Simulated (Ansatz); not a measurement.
Basis-set extrapolation for C2H6BN, SMILES `C=NBC` (PBE0-D4/def2-TZVP geometry, frozen core, the Gaussian-basis code of Ansatz). Multiplicity 1, RHF reference.

```csv
,def2-TZVPP,def2-QZVPP
HF,-158.429530,-158.437016
MP2 correlation,-0.640097,-0.681730
CCSD(T) correlation,-0.705808,not run
```

Energies in hartree. Use E(X) = E(∞) + A·exp(−7.88·√X) for Hartree–Fock and E(X) = E(∞) + B·X^(−2.97) for correlation, with X = 3 and 4, and add CCSD(T) minus MP2 of the smaller set to the MP2 limit.

Task: What is the CCSD(T) energy at the basis-set limit?

Result: HF limit: -158.437016 + (-0.007486) × 0.13774 = -158.43805. MP2 limit: -0.681730 + (-0.041633) × 0.74074 = -0.71257. Higher-order term: -0.705808 − (-0.640097) = -0.06571. Total: -159.21633 hartree, 212.6 kJ/mol below CCSD(T)/def2-TZVPP.
